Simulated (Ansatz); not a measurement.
`[SiH3][Ga]1[O][SiH2][S]1` + `CCN` → `CCN[SiH3]` + `[O]1[SiH2][S][GaH]1` at 298.15 K and 1 bar (cleavage of the Si–Ga bond).

Calculated with Ansatz (gas phase, PBE0-D4/def2-TZVP geometries, no zero-point term in ΔE). CBS: MP2 limit from def2 TZ/QZ plus the TZ coupled-cluster correction, frozen cores. For Ga outer-core shells are correlated without core-valence functions, which leaves a few kJ/mol of doubt a bond. Scalar relativity is left out up to krypton. Each species was taken in one conformer, which may not be the lowest.

```json
{"species": "`[SiH3][Ga]1[O][SiH2][S]1`", "CCSD(T)/CBS energy (Eh)": "-2978.18639", "H − E (kJ/mol)": "152.5", "S (J/(mol·K))": "398.3"}
{"species": "`CCN`", "CCSD(T)/CBS energy (Eh)": "-135.01652", "H − E (kJ/mol)": "257.8", "S (J/(mol·K))": "271.6"}
{"species": "`CCN[SiH3]`", "CCSD(T)/CBS energy (Eh)": "-425.31370", "H − E (kJ/mol)": "302.3", "S (J/(mol·K))": "332.2"}
{"species": "`[O]1[SiH2][S][GaH]1`", "CCSD(T)/CBS energy (Eh)": "-2687.89394", "H − E (kJ/mol)": "97.9", "S (J/(mol·K))": "319.3"}
```

H − E and S are ideal-gas, rigid-rotor, harmonic terms from PBE0-D4/def2-TZVP, for one conformer and one mirror image of each species. 1 Eh = 2625.50 kJ/mol, R = 8.31446 J/(mol·K).

**Question.** By hand: ΔE, ΔH, ΔS and ΔG.

**Answer.** ΔE = (-425.31370) + (-2687.89394) − (-2978.18639) − (-135.01652) = -0.00473 Eh = -12.4 kJ/mol. Δ(H − E) = 302.3 + 97.9 − 152.5 − 257.8 = -10.1, so ΔH = -22.5 kJ/mol. ΔS = 332.2 + 319.3 − 398.3 − 271.6 = -18.4 J/(mol·K). ΔG = -22.5 − 298.15 × (-18.4)/1000 = -17.0 kJ/mol.

**Question.** By hand: the equilibrium constant, and the temperature at which ΔG would vanish if ΔH and ΔS stayed fixed.

**Answer.** log₁₀ K = −ΔG/(RT ln 10) = 3.0. ΔG = 0 at ΔH/ΔS = 1223 K, though so small a ΔS makes that figure unsure.

ΔH outweighs TΔS. A doubt of 5 kJ/mol in ΔE shifts log₁₀ K by 0.9 here. Other conformers and mirror images would add mixing entropy, several J/(mol·K) or more a flexible species. Modes under 60 cm⁻¹, often nearly free rotors, make the harmonic entropy too high. These are equilibria of isolated gas molecules and say nothing of rates. Largest T1 diagnostic: 0.015 (customary marks: 0.02 for closed shells, 0.045 for open ones).
